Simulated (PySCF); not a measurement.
Species: BF3H3P.
SMILES with atom numbers: `[BH3-:1][P+:2]([F:3])([F:4])[F:5]` (hydrogens: H6, H7, H8 on B1)

Method used: core-valence-separated Tamm–Dancoff BHandHLYP/aug-pcX-1 (pcseg-1 on H, def2-SVPD on P) in PySCF, non-relativistic, gas phase, PBE0-D3(BJ)/def2-SVP geometry. The energies are unshifted.

Task: Give energies, oscillator strengths and core holes at the F K edge.

Result: 
```csv
E (eV),f,core hole on,main final orbital
685.98,0.0834,F3/F4/F5,"LUMO+1/LUMO+2 (3 roots, f summed)"
687.21,0.0411,F3/F4/F5,"LUMO+1/LUMO+2 (3 roots, f summed)"
688.28,0.0253,F3/F4/F5,"LUMO (3 roots, f summed)"
689.04,0.0438,F3/F4/F5,"spread (3 roots, f summed)"
690.22,0.0026,F3/F4/F5,"LUMO+4/LUMO+5 (3 roots, f summed)"
```

The first line with a tenth or more of the strongest one's intensity is at 685.98 eV (f = 0.083, sum of 3), with the hole on F3/F4/F5 (phosphorus-bound fluorine). It is also the strongest listed.

Task: Give energies, oscillator strengths and core holes at the B K edge.

Result: 
| E (eV) | f | core hole on | main final orbital |
| --- | --- | --- | --- |
| 188.58 | 0.0007 | B1 | LUMO+1/LUMO+2 (2 roots, f summed) |
| 189.12 | 0.0397 | B1 | LUMO (47 %) |
| 189.98 | 0.0195 | B1 | LUMO+6 (45 %) |
| 190.52 | 0.0465 | B1 | LUMO+4/LUMO+5 (2 roots, f summed) |
| 190.77 | 0.0028 | B1 | LUMO+3 (87 %) |

The first line with a tenth or more of the strongest one's intensity is at 189.12 eV (f = 0.040), with the hole on B1 (four-coordinate boron). The strongest listed is at 190.52 eV (f = 0.047, sum of 2; B1).

Roots within 0.03 eV whose holes lie on the same, on equivalent or on shared atoms are summed into one line, and the highest roots are left out, as the search may have cut off their partners. Final orbitals are the ground state's empty Kohn–Sham orbitals.

The list ends where the root search ended, not at a threshold.
